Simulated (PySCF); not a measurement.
CBCl2NO.

```xyz
6

B      0.0000     0.0000     0.4285
Cl     0.0000     1.5226     1.3160
Cl     0.0000    -1.5226     1.3160
N      0.0000     0.0000    -0.9777
C      0.0000     0.0000    -2.1869
O      0.0000     0.0000    -3.3651
```

Coordinates come from a PBE-D3(BJ)/def2-SVP optimisation. The structure was generated by enumeration, and PubChem lists no compound with its InChIKey, so it may never have been made. The values are those of a single conformer.

Level of theory: B3LYP/pcSseg-1 (PySCF). Non-relativistic, no solvent.

Computed absolute GIAO shielding of each atom: isotropic value and principal components (ppm):
```json
[
 {"atom": "B1", "σ(iso)": "65.1", "σ11": "44.5", "σ22": "67.0", "σ33": "84.0", "span": "39.5"},
 {"atom": "Cl2", "σ(iso)": "685.0", "σ11": "393.7", "σ22": "813.5", "σ33": "847.8", "span": "454.1"},
 {"atom": "Cl3", "σ(iso)": "685.0", "σ11": "393.7", "σ22": "813.5", "σ33": "847.8", "span": "454.1"},
 {"atom": "N4", "σ(iso)": "173.9", "σ11": "88.6", "σ22": "138.7", "σ33": "294.4", "span": "205.8"},
 {"atom": "C5", "σ(iso)": "51.7", "σ11": "-47.9", "σ22": "-47.4", "σ33": "250.3", "span": "298.2"},
 {"atom": "O6", "σ(iso)": "143.7", "σ11": "48.7", "σ22": "101.2", "σ33": "281.3", "span": "232.5"}
]
```
